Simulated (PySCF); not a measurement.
**Electron correlation in O+ (oxygen, charge +1)**

[He] 2s2 2p2 3s1, high-spin 4P determinant (an excited configuration). Computed with PySCF 2.14 in dyall-acv3z (15s9p4d2f, 76 functions), with the non-relativistic Hamiltonian (point nucleus). Frozen: 1s2; 5 electrons correlated; the 18 highest virtual orbitals of each spin left out.

MP2 pair energies summed by pair of shells (mhartree):

| pair | energy | share (%) |
| --- | --- | --- |
| 2s-2p | -47.32 | 53.2 |
| 2s-2s | -23.16 | 26.0 |
| 2p-2p | -7.72 | 8.7 |
| 2s-3s | -7.19 | 8.1 |
| 2p-3s | -3.53 | 4.0 |

Total MP2 correlation energy: -88.93 mhartree.

Same-spin part -18.20 and opposite-spin part -70.73 mhartree; SCS-MP2 scales them by 1/3 and 6/5 to -90.94 mhartree.
